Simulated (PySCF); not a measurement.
**C6H12O: core ionisation energies**

Compound: C₆H₁₂O.
Cartesian coordinates in Å at the PBE0-D3(BJ)/def2-SVP level; atoms count from 1:
```xyz
19
C6H12O angstrom
O      2.508   -1.095   -0.282
C      1.757    0.071   -0.486
C      0.455    0.092    0.297
C     -0.464   -1.102    0.021
C     -1.837   -0.598    0.450
C     -1.867    0.829   -0.100
C     -0.416    1.339    0.019
H      2.704   -1.158    0.658
H      1.528    0.108   -1.565
H      2.344    0.985   -0.258
H      0.711    0.079    1.374
H     -0.465   -1.322   -1.062
H     -0.140   -2.021    0.531
H     -2.669   -1.221    0.087
H     -1.900   -0.584    1.552
H     -2.590    1.476    0.420
H     -2.172    0.805   -1.159
H     -0.309    2.081    0.824
H     -0.096    1.843   -0.908
```

Computed with PySCF, delta-SCF UKS SCAN, pcX-2 on the ionised atom, pcseg-1 elsewhere, spin-free X2C. Each binding energy is the total energy of the core-ionised species, with the hole localised on one atom, minus that of the ground state; both are solved self-consistently, so orbital relaxation is included.

Give the core binding energies atom by atom.

| atom(s) | bonded to | level | binding energy (eV) | above the level's lowest (eV) | count |
| --- | --- | --- | --- | --- | --- |
| O1 | C and H | O 1s | 538.57 | 0.00 | 1 |
| C2 | O, C and 2 H | C 1s | 291.89 | +1.66 | 1 |
| C5/C6 | 2 C and 2 H | C 1s | 290.36 | +0.13 | 2 |
| C3 | 3 C and H | C 1s | 290.35 | +0.12 | 1 |
| C4/C7 | 2 C and 2 H | C 1s | 290.23 | 0.00 | 2 |

The listed C 1s values span 1.66 eV, from C4/C7 (bonded to 2 C and 2 H) to C2 (bonded to O, C and 2 H). The widest gap between neighbouring values is 1.53 eV, between 290.36 and 291.89 eV. The values 290.35 and 290.36 eV lie too close for their order to be trusted.

Express the binding energy of C 1s of C3 in atomic units and per mole.

290.35 eV = 10.6702 Eh = 28015 kJ/mol.

What is the longest wavelength that can ionise C 1s of C3 vertically?

λ = hc/E = 12398.42 eV Å / 290.35 eV = 42.702 Å.

Topologically equivalent atoms share the value of their first member; where this conformer doesn't relate them by symmetry, their own values could differ. One conformer (not necessarily the lowest) at the PBE0-D3(BJ)/def2-SVP geometry, without solvent, vibrations or thermal averaging.
